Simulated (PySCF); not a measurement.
# Electronic structure of O+ (oxygen, charge +1) at the UHF level

Configuration: [He] 2s1 2p3 3d1, high-spin 6D determinant (an excited configuration). Computed with PySCF 2.14 in aug-cc-pwCVQZ (9s8p6d4f2g, 109 functions), with no relativity, point nucleus.

| Quantity | Value |
| --- | --- |
| Total energy | -73.066416 hartree |
| One-electron energy | -94.5722 hartree |
| Hartree (Coulomb) energy | 29.3252 hartree |
| Exchange energy | -7.8194 hartree |
| Kinetic energy | 73.37054 hartree |
| ⟨S²⟩ | 8.7500 |
| ⟨L²⟩ | 6.002 |
| Sum of ⟨r⟩ | 7.511 bohr |
| Sum of ⟨r²⟩ | 15.62 bohr² |
| Traceless quadrupole moment −½Σ⟨3z² − r²⟩ along its main axis | 3.04 e·bohr² |
| Density at the nucleus (Gaussians lack the cusp) | 301 bohr⁻³ |
| Spin density at the nucleus | 9.19 bohr⁻³ |
| Langevin diamagnetic susceptibility | -12.4 ×10⁻⁶ cm³/mol |

```tsv
shell	electrons	mean orbital energy (hartree)	spread (hartree)	rms radius, mean of both spins (bohr)
1s α	1	-21.94791	0	0.231
1s β	1	-21.70658	0	0.231
2s α	1	-2.48714	0	1.10
2p α	3	-1.75165	0.00377	1.11
3d α	1	-0.16404	0	3.26
```

The outer electron is Rydberg-like, and this basis confines it to a smaller radius and binds it less than a complete one would.

Spin-orbit constants ζ (cm⁻¹) from the X2C one-electron operator on these orbitals (non-relativistic here): bare nucleus, nucleus screened by l(l+1)(2l+1)/3 electrons, and screened by the Breit-Pauli mean field of the electrons.

```
shell   bare  screened nucleus  mean field
   2p  323.4             242.6       211.1
   3d  3.789            0.9471      0.8054
```

To first order the Landé constant is A = 0.1611 cm⁻¹, so the lowest level has J = 1/2 and lies 0.000140 eV below the centre of the term. This holds in LS coupling only.
